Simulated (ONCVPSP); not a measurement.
# thallium (Tl): one change to an ONCV potential, before and after

* Element: thallium
* Generator: ONCVPSP 4.0.1
* Type: optimised norm-conserving Vanderbilt (ONCV)
* Functional: PBE
* Relativity: fully relativistic
* Frozen core: [Xe] 4f14
* Valence charge: 13
* Reference configuration: 5d10 6s1.5 6p1.5
* Partial waves: 6s: rc 1.85 bohr, ncon 4, nbas 7, qcut 2.8 1/bohr, 2 projectors, debl 1 Ha; 6p: rc 2.30 bohr, ncon 3, nbas 7, qcut 3.2 1/bohr, 2 projectors, debl 1.7 Ha; 5d: rc 1.85 bohr, ncon 4, nbas 9, qcut 6.8 1/bohr, 2 projectors, debl 2.1 Ha
* Local potential: polynomial inside 1.45 bohr (lpopt 5, dvloc0 3 Ha)
* Core correction: Teter function, fcfact 4.25, rcfact 1.3

Open shells are filled in proportion to 2j + 1.

All-electron outer shells of the reference configuration (PBE, scalar-relativistic, ld1.x):

| shell | level (eV) | outermost node (bohr) | outermost maximum (bohr) |
| --- | --- | --- | --- |
| 4f | -115.02 | – | 0.36 |
| 5p | -77.10 | 0.50 | 0.91 |
| 5d | -16.43 | 0.53 | 1.11 |
| 6s | -10.19 | 1.04 | 2.05 |
| 6p | -2.79 | 1.23 | 2.87 |

Change: core correction Teter function, fcfact 4.25, rcfact 1.48.

Cutoffs: the cutoffs (Ha) at which the residual kinetic energy of the hardest occupied pseudo-wave falls to 1 and 0.1 mHa per electron; they do not see the model core or the augmentation charge, which bear on the density cutoff. Errors are all-electron minus pseudo energies relative to the spin-unpolarised reference configuration.

Q: Predict the effect on cutoff, ghosts and configuration errors.

A: The potential gets neither clearly harder nor softer (20 Ha and 24 Ha → 20 Ha and 24 Ha); both files keep a bound ghost (s); of the 3 tests that both files solve, the error grows in 3 and shrinks in 0 by more than 15 % and 0.3 meV (median size 0.1 → 1.6 meV). A model core, the more so a compact one, raises the density cutoff, which this test does not measure.

```csv
quantity,base,changed
"cutoff, loose",20 Ha,20 Ha
"cutoff, tight",24 Ha,24 Ha
bound ghosts,s,s
GHOST(+) flags under 300 eV,"p3/2 at 53.2 eV, p1/2 at 73.9 eV","p3/2 at 53.2 eV, p1/2 at 73.9 eV"
tests with a reliable result,3 of 4,3 of 4
"error for 5d10 6s2 6p1, meV [ΔE -3.59 eV]",0.0,-0.7
"error for 5d10 6s2 6p0, meV [ΔE 1.68 eV]",-0.1,-1.6
"error for 5d10 6s0 6p3, meV [ΔE 11.37 eV]",-2.1,-10
s: phases at 1.88 bohr within 0.05 rad from the reference energy up to (Ha; the scan ends near 5),to the end of the scan,to the end of the scan
p3/2: phases at 2.34 bohr within 0.05 rad from the reference energy up to (Ha; the scan ends near 5),1.9,1.9
p1/2: phases at 2.34 bohr within 0.05 rad from the reference energy up to (Ha; the scan ends near 5),2.5,2.5
d5/2: phases at 1.88 bohr within 0.05 rad from the reference energy up to (Ha; the scan ends near 5),to the end of the scan,to the end of the scan
d3/2: phases at 1.88 bohr within 0.05 rad from the reference energy up to (Ha; the scan ends near 5),to the end of the scan,to the end of the scan
"rms error of d²Exc/dni dnj with the model core, mHa",4.26,3.49
```

 A true bound ghost makes a file unfit for plane-wave use even where its test errors are small: the radial tests pick states by their node count and pass the ghost by.
